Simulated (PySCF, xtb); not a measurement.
Sn(SH)4 (H₄S₄Sn), SMILES [SH][Sn]([SH])([SH])[SH].

GFN2-xTB in xtb at its own geometry gives an orbital gap of 1.28 eV and a dipole moment of 1.72 D.

Geometry optimised at B3LYP-D3(BJ)/def2-SVP. The structure was generated by enumeration; whether it is a known compound was not checked. The def2 effective core potentials stand for the cores of Sn; spin–orbit coupling is left out. Other conformers were not sampled.

Q: What does PySCF with PBE/def2-TZVP give? (Estimate from the structure and the level; the computed values follow.)

A: gap 3.22 eV (levels -6.43 and -3.21 eV), dipole 1.23 D.
